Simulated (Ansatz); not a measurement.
`CCS[Si](O)(O)O` + `CC(C)F` → `O[Si](O)(O)F` + `CCSC(C)C`  (formal exchange of groups at the Si–S bond)

Calculated with Ansatz (gas phase, PBE0-D4/def2-TZVP geometries, no zero-point term in ΔE). CBS: MP2 limit from def2 TZ/QZ plus the TZ coupled-cluster correction, frozen cores. DFT in def2-TZVPP. B3LYP here is the variant with VWN-RPA as its local correlation; programs differ in this. Each species was taken in one conformer, which may not be the lowest.

| level | ΔE (kJ/mol) |
| --- | --- |
| PBE0-D4 | -100.2 |
| ωB97M-V | -106.1 |
| PBE | -93.0 |
| r2SCAN | -102.6 |
| PBE0 | -100.4 |
| B3LYP | -103.0 |
| MP2/def2-TZVPP | -124.9 |
| CCSD/CBS(def2) | -118.5 |

Question: What does CCSD(T)/CBS give? (An estimate is asked.)

Answer: The calculation gave: -117.4 kJ/mol. The listed levels differ from it by 17.2, 11.3, 24.4, 14.8, 17.0, 14.4, -7.5, -1.1 kJ/mol.

Largest T1 diagnostic among the species: 0.011.

From PBE to PBE0 (25 % exact exchange), in def2-TZVPP and without D4, ΔE moves by −7.5 kJ/mol. In def2-TZVPP, CCSD(T) changes the Hartree–Fock value by −3.2 kJ/mol (the triples alone add +1.1 kJ/mol) and MP2 by −12.1 kJ/mol.
